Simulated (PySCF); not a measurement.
C2H4BNO2.

```xyz
10

B     -0.1038    -0.9557     0.0000
C      1.2068    -1.8280     0.0000
H      1.8223    -1.5799    -0.8802
H      1.8223    -1.5799     0.8802
H      1.0296    -2.9142     0.0000
N     -0.0044     0.4729     0.0000
C      0.0329     1.6653     0.0000
O      0.0852     2.8334     0.0000
O     -1.3601    -1.4652     0.0000
H     -1.3642    -2.4270     0.0000
```

Coordinates come from a PBE0-D3(BJ)/def2-SVP optimisation. The structure was generated by enumeration, and PubChem lists no compound with its InChIKey, so it may never have been made. The values are those of a single conformer.

Level of theory: PBE/pcSseg-1 in PySCF. Non-relativistic, no solvent.

Problem. Give the absolute GIAO shielding of each atom: isotropic value and principal components (ppm). (The exact figures need the calculation; the answer reports its results.)

Solution. 
| atom | σ(iso) | σ11 | σ22 | σ33 | span |
|---|---|---|---|---|---|
| B1 | 67.2 | 29.8 | 77.8 | 94.0 | 64.3 |
| C2 | 175.3 | 165.9 | 167.2 | 192.7 | 26.8 |
| H3 | 30.6 | 26.9 | 29.0 | 35.8 | 8.9 |
| H4 | 30.6 | 26.9 | 29.0 | 35.8 | 8.9 |
| H5 | 31.3 | 27.4 | 29.4 | 37.0 | 9.6 |
| N6 | 191.9 | 107.6 | 151.3 | 317.0 | 209.4 |
| C7 | 60.4 | -39.6 | -38.2 | 259.2 | 298.8 |
| O8 | 178.6 | 85.3 | 129.1 | 321.5 | 236.2 |
| O9 | 142.0 | -31.3 | 201.2 | 255.9 | 287.2 |
| H10 | 26.3 | 22.2 | 24.3 | 32.3 | 10.1 |
